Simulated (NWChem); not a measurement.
C3H3Cl2F; SMILES C1(Cl)(C[C@H]1F)Cl

```xyz
9

F     -0.4874     2.1390    -0.6078
C     -1.0017     0.9476    -0.2068
C     -0.8264     0.5373     1.2378
C     -0.0542    -0.1724     0.1489
Cl     1.6757     0.1380     0.0048
Cl    -0.5368    -1.8236    -0.2790
H     -1.9271     0.6760    -0.7446
H     -1.6391    -0.0082     1.7415
H     -0.2372     1.2201     1.8698
```
Atoms are numbered in this order, from 1.

All runs: NWChem. Pople sets run with spherical d functions. The geometry was optimised at PBE-D3(BJ)/def2-SVP. Level: M06-2X/6-31G* with SMD (1 M gas to 1 M solution), gas-phase geometry.

```
solvent        dielectric constant  solvation free energy (kcal/mol)  cavity-dispersion-structure term (kcal/mol)  dipole in solution (D)
-------------  -------------------  --------------------------------  -------------------------------------------  ----------------------
water                         78.4                              -1.9                                          2.6                    2.96
chlorobenzene                 5.70                              -6.2                                         -2.6                    2.80
acetone                       20.5                              -6.3                                         -2.0                    2.92
2-propanol                    19.3                              -6.3                                         -2.0                    2.92
```
